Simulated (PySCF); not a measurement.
CuF, charge -1, multiplicity 2. Atoms are numbered in the order given.

```xyz
2

Cu     0.0000     0.0000    -0.4421
F      0.0000     0.0000     1.4245
```
Charge -1, spin multiplicity 2.

The structure is a stationary point at PBE-D3(BJ)/def2-TZVPD. The multiplicity is an assumed one; other spin states were not compared.

Computed with PySCF with PBE-D3(BJ)/def2-TZVPD.

Frequencies are harmonic and unscaled.

Computed harmonic wavenumbers and intensities:
```tsv
mode	ν (cm⁻¹)	IR (km/mol)	moving atoms (share of kinetic energy)
1	443	100.4	F 77 %, Cu 23 %
```
